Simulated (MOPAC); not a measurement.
Job for MOPAC: AM1 on CH7AlO (a complex), monomers drawn apart or pushed together.

```
AM1 1SCF PRECISE CHARGE=0 THREADS=1
CH7AlO

Al    -0.93399048 1    -0.20950248 1     0.66319500 1
H     -1.00403283 1    -1.79703820 1     0.73833161 1
H     -0.19991915 1     0.49795950 1    -0.56239399 1
H     -2.12697173 1     0.59237235 1     1.36059115 1
C      1.16902142 1     0.02775074 1     4.72247769 1
O      1.40209243 1     0.27551114 1     3.31702271 1
H      2.11555184 1     0.06881142 1     5.25844085 1
H      0.75186176 1    -0.97343697 1     4.78380306 1
H      0.45835526 1     0.75034889 1     5.12196015 1
H      1.84363499 1     1.12246794 1     3.18088184 1
```

Output:

```
*******************************************************************************
 **                                                                           **
 **                              MOPAC v23.2.5                                **
 **                                                                           **
 *******************************************************************************
 ** MOPAC's Digital Object Identifier: https://doi.org/10.5281/zenodo.6511958 **
 **                                                                           **
 ** Please cite the open-source release paper for use of this MOPAC version:  **
 ** J. E. Moussa and J. J. P. Stewart (2026)                                  **
 ** MOPAC: An open-source semiempirical molecular orbital program             **
 ** J. Open Source Softw., 11(119), 8025, https://doi.org/10.21105/joss.08025 **
 *******************************************************************************

                              AM1 CALCULATION RESULTS

 *******************************************************************************
 *  AM1        - The AM1 Hamiltonian to be used
 *
 *
 *
 *                 CHARGE ON SYSTEM = 0
 *
 *
 *
 *  PRECISE    - TIGHTER CRITERIA TO BE USED
 *  1SCF       - DO 1 SCF AND THEN STOP
 *  THREADS=1  - MULTI-THREADING NOT USED
 *  T=         - A TIME OF 172800.0 SECONDS REQUESTED
 *  DUMP=N     - RESTART FILE WRITTEN EVERY 7200.0 SECONDS REQUESTED
 *******************************************************************************
AM1 1SCF PRECISE CHARGE=0 THREADS=1
 CH7AlO

   ATOM   CHEMICAL          X               Y               Z
  NUMBER   SYMBOL      (ANGSTROMS)     (ANGSTROMS)     (ANGSTROMS)

     1      Al         -0.93399048  *  -0.20950248  *   0.66319500  *
     2       H         -1.00403283  *  -1.79703820  *   0.73833161  *
     3       H         -0.19991915  *   0.49795950  *  -0.56239399  *
     4       H         -2.12697173  *   0.59237235  *   1.36059115  *
     5       C          1.16902142  *   0.02775074  *   4.72247769  *
     6       O          1.40209243  *   0.27551114  *   3.31702271  *
     7       H          2.11555184  *   0.06881142  *   5.25844085  *
     8       H          0.75186176  *  -0.97343697  *   4.78380306  *
     9       H          0.45835526  *   0.75034889  *   5.12196015  *
    10       H          1.84363499  *   1.12246794  *   3.18088184  *



          CARTESIAN COORDINATES

    NO.       ATOM           X           Y           Z

     1        Al         -0.9340     -0.2095      0.6632
     2         H         -1.0040     -1.7970      0.7383
     3         H         -0.1999      0.4980     -0.5624
     4         H         -2.1270      0.5924      1.3606
     5         C          1.1690      0.0278      4.7225
     6         O          1.4021      0.2755      3.3170
     7         H          2.1156      0.0688      5.2584
     8         H          0.7519     -0.9734      4.7838
     9         H          0.4584      0.7503      5.1220
    10         H          1.8436      1.1225      3.1809

  H: (AM1): M.J.S. DEWAR ET AL, J. AM. CHEM. SOC. 107 3902-3909 (1985)
  C: (AM1): M.J.S. DEWAR ET AL, J. AM. CHEM. SOC. 107 3902-3909 (1985)
  O: (AM1): M.J.S. DEWAR ET AL, J. AM. CHEM. SOC. 107 3902-3909 (1985)
 Al: (AM1): M. J. S. Dewar, A. J. Holder, Organometallics, 9, 508-511 (1990).

           Empirical Formula: C H7 O Al  =    10 atoms



      MOLECULAR POINT GROUP   :   C1


      RHF CALCULATION, NO. OF DOUBLY OCCUPIED LEVELS = 10


 -------------------------------------------------------------------------------
 AM1 1SCF PRECISE CHARGE=0 THREADS=1
 CH7AlO



     1SCF WAS SPECIFIED, SO BFGS WAS NOT USED
     SCF FIELD WAS ACHIEVED


                              AM1 CALCULATION
                                                       MOPAC v23.2.5 Linux




          FINAL HEAT OF FORMATION =        -27.99012 KCAL/MOL =    -117.11064 KJ/MOL


          COSMO AREA              =        131.07 SQUARE ANGSTROMS
          COSMO VOLUME            =        111.63 CUBIC ANGSTROMS

          IONIZATION POTENTIAL    =         10.631658 EV
          HOMO LUMO ENERGIES (EV) =        -10.632 -0.982
          NO. OF FILLED LEVELS    =         10
          MOLECULAR WEIGHT        =         62.0472         POINT GROUP:  C1

          MOLECULAR DIMENSIONS (Angstroms)

            Atom       Atom       Distance
            H     7    H     3     6.27915
            H    10    H     2     3.59119
            O     6    H     4     2.28455


          SCF CALCULATIONS        =          1





   ATOM   CHEMICAL          X               Y               Z
  NUMBER   SYMBOL      (ANGSTROMS)     (ANGSTROMS)     (ANGSTROMS)

     1      Al         -0.93399048  *  -0.20950248  *   0.66319500  *
     2       H         -1.00403283  *  -1.79703820  *   0.73833161  *
     3       H         -0.19991915  *   0.49795950  *  -0.56239399  *
     4       H         -2.12697173  *   0.59237235  *   1.36059115  *
     5       C          1.16902142  *   0.02775074  *   4.72247769  *
     6       O          1.40209243  *   0.27551114  *   3.31702271  *
     7       H          2.11555184  *   0.06881142  *   5.25844085  *
     8       H          0.75186176  *  -0.97343697  *   4.78380306  *
     9       H          0.45835526  *   0.75034889  *   5.12196015  *
    10       H          1.84363499  *   1.12246794  *   3.18088184  *

                             CARTESIAN COORDINATES

   1   Al       -0.933990480    -0.209502480     0.663195000
   2    H       -1.004032830    -1.797038200     0.738331610
   3    H       -0.199919150     0.497959500    -0.562393990
   4    H       -2.126971730     0.592372350     1.360591150
   5    C        1.169021420     0.027750740     4.722477690
   6    O        1.402092430     0.275511140     3.317022710
   7    H        2.115551840     0.068811420     5.258440850
   8    H        0.751861760    -0.973436970     4.783803060
   9    H        0.458355260     0.750348890     5.121960150
  10    H        1.843634990     1.122467940     3.180881840


           Empirical Formula: C H7 O Al  =    10 atoms



      MOLECULAR POINT GROUP   :   C1


                  EIGENVALUES
 -37.63713 -27.68251 -18.37559 -15.64212 -15.44457 -14.28265 -12.84097 -11.53603
 -10.73448 -10.63166  -0.98189   1.54174   2.73584   2.81560   3.28021   4.01580
   4.17374   4.48936   6.01918


              NET ATOMIC CHARGES AND DIPOLE CONTRIBUTIONS

  ATOM NO.   TYPE          CHARGE      No. of ELECS.   s-Pop       p-Pop
    1         Al           0.204274        2.7957     1.15340     1.64232
    2          H          -0.065901        1.0659     1.06590
    3          H          -0.068078        1.0681     1.06808
    4          H          -0.074185        1.0742     1.07418
    5          C          -0.058773        4.0588     1.22778     2.83099
    6          O          -0.360536        6.3605     1.87037     4.49016
    7          H           0.059470        0.9405     0.94053
    8          H           0.098685        0.9013     0.90131
    9          H           0.061045        0.9390     0.93895
   10          H           0.203999        0.7960     0.79600
 DIPOLE           X         Y         Z       TOTAL
 POINT-CHG.     0.368     0.383     1.427     1.523
 HYBRID         0.737     0.639     0.686     1.192
 SUM            1.105     1.021     2.113     2.594


          ATOMIC ORBITAL ELECTRON POPULATIONS

     Atom    s        px        py        pz
    1 Al   1.15340   0.41852   0.80047   0.42334
    2  H   1.06590
    3  H   1.06808
    4  H   1.07418
    5  C   1.22778   0.99424   1.01755   0.81921
    6  O   1.87037   1.82350   1.42006   1.24660
    7  H   0.94053
    8  H   0.90131
    9  H   0.93895
   10  H   0.79600

 **********************
 *                    *
 * JOB ENDED NORMALLY *
 *                    *
 **********************




 == MOPAC DONE ==
```

The run finished.

Cost: very roughly 0.03 core-seconds.
